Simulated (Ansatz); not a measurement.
Basis sets compared for the cluster Ta2O7H4. Charge 0, multiplicity 1. Geometry PBE-D4/def2-SVP. Ansatz on 4 threads of Arm Neoverse N1 on a shared host; times are rough, and most runs start from earlier orbitals.

```xyz
13

Ta   -0.056    1.227    0.777
Ta   -0.440   -1.804   -0.095
O     1.682    1.175    0.958
O    -0.549   -0.554    1.392
O    -0.811    2.639    1.832
O    -1.024    0.593   -0.942
O     0.883   -1.207   -1.423
O     0.109   -3.337    0.507
O     0.157    1.347   -1.435
H    -0.384    3.262    2.447
H     0.742    0.554   -1.688
H    -2.046   -2.236   -0.765
H     1.737   -1.660   -1.564
```

In the def2 sets Ta takes a core potential; there is no spin–orbit coupling. HSE06 is defined as in plane-wave codes, on full-range PBE exchange. The structure holds one bond between oxygen atoms, so isomers without such links may lie far lower. The structure comes from a short search, and lower isomers may exist.

Binding counts from free atoms (Ta quartet, O triplet, H doublet) in the same basis, without a counterpoise term.

```csv
level,functions,energy (Eh),HOMO (eV),LUMO (eV),binding per atom (eV),wall time
PBE-D4/def2-SVP,182,-642.4728,-7.15,-2.95,4.96,4.8 s
PBE-D4/def2-TZVP,321,-643.1357,-7.18,-3.02,4.93,9 s
PBE0-D4/def2-SVP,182,-642.3204,-8.83,-2.16,4.63,8 s
PBE0-D4/def2-TZVP,321,-642.9900,-8.78,-2.14,4.63,18 s
HSE06-D4/def2-TZVP,321,-642.9652,-8.38,-2.52,4.63,18 s
```

Problem. Estimate the rows for PBE-D4/def2-TZVPD, PBE0-D4/def2-TZVPD, HSE06-D4/def2-TZVPD.

Solution. 
```tsv
level	functions	energy (Eh)	HOMO (eV)	LUMO (eV)	binding per atom (eV)	wall time
PBE-D4/def2-TZVPD	402	-643.1420	-7.22	-3.08	4.93	17 s
PBE0-D4/def2-TZVPD	402	-642.9961	-8.81	-2.17	4.63	28 s
HSE06-D4/def2-TZVPD	402	-642.9712	-8.40	-2.55	4.63	30 s
```
